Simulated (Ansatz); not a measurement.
System: sum formula CoHSF, charge 0, multiplicity 4. The spin state was set by rule; other spins were not relaxed. SMILES: [SH][Co][F]
Geometry from a B3LYP-D3(BJ)/def2-TZVP (Ansatz, a program for electronic structure) optimisation:
```
Co
F 1 1.7694
S 1 2.1675 2 170.12
H 3 1.3482 1 96.00 2 -96.31
```
Charge 0, spin multiplicity 4.

Property: vertical ionisation energy (to the quintet state of charge +1; each state is the SCF solution reached for its spin), in eV. Valence correlation only, unless marked. UHF or UKS for open shells. Spin-orbit coupling is left out. The frozen core is the preceding noble-gas configuration, with the filled d and f shells of earlier blocks. No relativistic terms. CBS marks a two-point X^-3 extrapolation of the correlation energy; Hartree-Fock from the larger set. The bracket is a focal-point correction in the basis named.

```csv
level,program,vertical ionisation energy (eV)
PBE/def2-TZVPD,Ansatz,9.53
```

Predict the RI-MP2/CBS(def2-TZVPPD,def2-QZVPPD)+[CCSD(T)-MP2]/def2-TZVPPD result (Ansatz).

10.08 eV, so PBE/def2-TZVPD differs from it by -0.55 eV.
